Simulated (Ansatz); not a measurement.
`FB(O[SiH3])O[SiH3]` + H₂ → `FBO[SiH3]` + `O[SiH3]` at 298.15 K and 1 bar (hydrogenolysis of a B–O bond).

Gas-phase electronic energies from Ansatz, PBE0-D4/def2-TZVP geometries. CCSD(T)/CBS adds triple-zeta CCSD(T) − MP2 to the extrapolated MP2 energy (def2 sets, frozen cores). This one scheme is used for every species. One conformer a species, not always the lowest.

```csv
species,CCSD(T)/CBS energy (Eh),H − E (kJ/mol),S (J/(mol·K))
`FB(O[SiH3])O[SiH3]`,-856.94194,203.7,403.1
H₂,-1.17544,35.1,130.4
`FBO[SiH3]`,-491.38634,137.4,316.8
`O[SiH3]`,-366.69042,113.6,257.8
```

H − E and S are ideal-gas, rigid-rotor, harmonic terms from PBE0-D4/def2-TZVP, for one conformer and one mirror image of each species. For small species the MP2-based limit differs from directly extrapolated CCSD(T) by up to some mEh (0.8 for H₂); such offsets cancel only in part. 1 Eh = 2625.50 kJ/mol, R = 8.31446 J/(mol·K).

Task: By hand: ΔE, ΔH, ΔS and ΔG.

Result: ΔE = (-491.38634) + (-366.69042) − (-856.94194) − (-1.17544) = 0.04062 Eh = 106.6 kJ/mol. Δ(H − E) = 137.4 + 113.6 − 203.7 − 35.1 = 12.2, so ΔH = 118.8 kJ/mol. ΔS = 316.8 + 257.8 − 403.1 − 130.4 = 41.1 J/(mol·K). ΔG = 118.8 − 298.15 × (41.1)/1000 = 106.5 kJ/mol.

Task: By hand: the equilibrium constant, and the temperature at which ΔG would vanish if ΔH and ΔS stayed fixed.

Result: log₁₀ K = −ΔG/(RT ln 10) = -18.7. ΔG = 0 at ΔH/ΔS = 2891 K, far beyond where these terms or the molecules hold.

ΔH outweighs TΔS. A doubt of 5 kJ/mol in ΔE shifts log₁₀ K by 0.9 here. Other conformers and mirror images would add mixing entropy, several J/(mol·K) or more a flexible species. Modes under 60 cm⁻¹, often nearly free rotors, make the harmonic entropy too high. These are equilibria of isolated gas molecules and say nothing of rates. Largest T1 diagnostic: 0.013 (customary marks: 0.02 for closed shells, 0.045 for open ones).
